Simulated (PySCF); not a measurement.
**Correlation energy of Fe²⁺ (iron, charge +2)**

[Ar] 3d5 4p1, high-spin 7P determinant (an excited configuration). Calculation: PySCF 2.14, in def2-TZVPPD (6s6p4d2f1g, 67 functions); the non-relativistic Hamiltonian (point nucleus). Frozen: [Ar]; 6 electrons correlated.

| level | correlation energy (mhartree) |
| --- | --- |
| CCSD | -80.25 |
| (T) | -0.70 |
| CCSD(T) | -80.95 |

Diagnostics: T1 = 0.0055, D1 = 0.0150, largest double amplitude 0.016.

Cost of the coupled-cluster step: of the order of 5 core-seconds, for 6 correlated electrons.
